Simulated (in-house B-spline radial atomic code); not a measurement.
Whole-atom quantities along the 5-electron series, configuration [He] 2s2 2p1. Computed with an all-electron radial atomic-structure program (B-spline basis): non-relativistic Hartree-Fock, average of the configuration, point nuclei.

This level leaves out relativity, spin-orbit splitting included, which matters for heavy ions.

```json
{"ion": "Ta68+", "Z": "73", "E/Z² (Eh)": "-1.3433", "Σ<r²> (bohr²)": "0.023737", "n(0)/Z³ (bohr⁻³)": "0.70467", "Lamb diamagnetic shielding (ppm)": "3521.96", "repulsion over attraction": "0.011529"}
{"ion": "W69+", "Z": "74", "E/Z² (Eh)": "-1.3438", "Σ<r²> (bohr²)": "0.023083", "n(0)/Z³ (bohr⁻³)": "0.70482", "Lamb diamagnetic shielding (ppm)": "3570.78", "repulsion over attraction": "0.011374"}
{"ion": "Re70+", "Z": "75", "E/Z² (Eh)": "-1.3442", "Σ<r²> (bohr²)": "0.022455", "n(0)/Z³ (bohr⁻³)": "0.70497", "Lamb diamagnetic shielding (ppm)": "3619.59", "repulsion over attraction": "0.011224"}
{"ion": "Os71+", "Z": "76", "E/Z² (Eh)": "-1.3446", "Σ<r²> (bohr²)": "0.021853", "n(0)/Z³ (bohr⁻³)": "0.70512", "Lamb diamagnetic shielding (ppm)": "3668.41", "repulsion over attraction": "0.011077"}
{"ion": "Ir72+", "Z": "77", "E/Z² (Eh)": "-1.345", "Σ<r²> (bohr²)": "0.021275", "n(0)/Z³ (bohr⁻³)": "0.70526", "Lamb diamagnetic shielding (ppm)": "3717.22", "repulsion over attraction": "0.010935"}
{"ion": "Pt73+", "Z": "78", "E/Z² (Eh)": "?", "Σ<r²> (bohr²)": "?", "n(0)/Z³ (bohr⁻³)": "?", "Lamb diamagnetic shielding (ppm)": "?", "repulsion over attraction": "?"}
{"ion": "Au74+", "Z": "79", "E/Z² (Eh)": "?", "Σ<r²> (bohr²)": "?", "n(0)/Z³ (bohr⁻³)": "?", "Lamb diamagnetic shielding (ppm)": "?", "repulsion over attraction": "?"}
{"ion": "Hg75+", "Z": "80", "E/Z² (Eh)": "-1.3461", "Σ<r²> (bohr²)": "0.019672", "n(0)/Z³ (bohr⁻³)": "0.70567", "Lamb diamagnetic shielding (ppm)": "3863.66", "repulsion over attraction": "0.010528"}
{"ion": "Tl76+", "Z": "81", "E/Z² (Eh)": "?", "Σ<r²> (bohr²)": "?", "n(0)/Z³ (bohr⁻³)": "?", "Lamb diamagnetic shielding (ppm)": "?", "repulsion over attraction": "?"}
{"ion": "Pb77+", "Z": "82", "E/Z² (Eh)": "-1.3468", "Σ<r²> (bohr²)": "0.018702", "n(0)/Z³ (bohr⁻³)": "0.70592", "Lamb diamagnetic shielding (ppm)": "3961.29", "repulsion over attraction": "0.010273"}
```

**Question.** Fill in the row of Pt73+.

**Answer.** E/Z² (Eh): -1.3454; Σ<r²> (bohr²): 0.02072; n(0)/Z³ (bohr⁻³): 0.7054; Lamb diamagnetic shielding (ppm): 3766.03; repulsion over attraction: 0.010796.

**Question.** Fill in the row of Au74+.

**Answer.** E/Z² (Eh): -1.3457; Σ<r²> (bohr²): 0.020185; n(0)/Z³ (bohr⁻³): 0.70554; Lamb diamagnetic shielding (ppm): 3814.85; repulsion over attraction: 0.01066.

**Question.** Fill in the row of Tl76+.

**Answer.** E/Z² (Eh): -1.3464; Σ<r²> (bohr²): 0.019178; n(0)/Z³ (bohr⁻³): 0.7058; Lamb diamagnetic shielding (ppm): 3912.47; repulsion over attraction: 0.010399.

**Question.** With what power of Z does the column «Σ<r²> (bohr²)» change over this range?

**Answer.** A fit of the logarithm of its size against log Z from Z = 73 to 82 has slope -2.05. Unscreened non-relativistic hydrogenic orbitals would give -2.
